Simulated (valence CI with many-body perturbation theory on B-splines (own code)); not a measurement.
Sr⁶⁺: configurations and terms from energies and g

Computed by valence CI with perturbative core correlation (CI+MBPT): four valence electrons over a frozen Dirac-Fock core [Ar] 3d10, radial functions for each j: 11 s, 11 p, 9 d, 7 f, 5 g, 2 h, 1 i, with the one-electron correlation potential Σ1 (screened to all orders), the two-electron term Σ2, the three-electron term Σ3, Breit, model QED; selected single and double excitations, second order for the rest, scaled by the run's own slope (own B-spline code, finite nucleus).

Against 13 measured levels this calculation errs by 109 cm⁻¹ on average and by 228 at most. These come from a selection out of Sansonetti, J. Phys. Chem. Ref. Data 41, 013102 (2012). Levels without a partner in it may be off by more. Among the levels kept, up to 350 cm⁻¹ of a level comes from second order outside the variational space, and about a tenth of that is noise between levels of different J, which matters for small intervals.

```tsv
No.	J	Parity	E (eV)	g
2	1	even	0.848	1.501
3	2	even	1.555	1.421
4	2	even	3.519	1.079
6	2	odd	16.005	1.992
7	1	odd	20.787	0.557
8	2	odd	20.808	1.196
9	3	odd	21.111	1.334
11	1	odd	23.695	1.453
12	2	odd	23.815	1.448
14	1	odd	28.900	1.745
16	2	odd	31.503	0.674
17	3	odd	32.081	1.085
18	4	odd	32.961	1.250
```

Energies count from the lowest level. Strongly mixed levels and levels close to another of their J and parity, and those with J = 0 are left out, so the numbers can have gaps.

(1) Give configuration and LS term of each level.

Answers

(1) 2: 4s²4p² ³P; 3: 4s²4p² ³P; 4: 4s²4p² ¹D; 6: 4s4p³ ⁵S°; 7: 4s4p³ ³D°; 8: 4s4p³ ³D°; 9: 4s4p³ ³D°; 11: 4s4p³ ³P°; 12: 4s4p³ ³P°; 14: 4s4p³ ³S°; 16: 4s²4p4d ³F°; 17: 4s²4p4d ³F°; 18: 4s²4p4d ³F°.
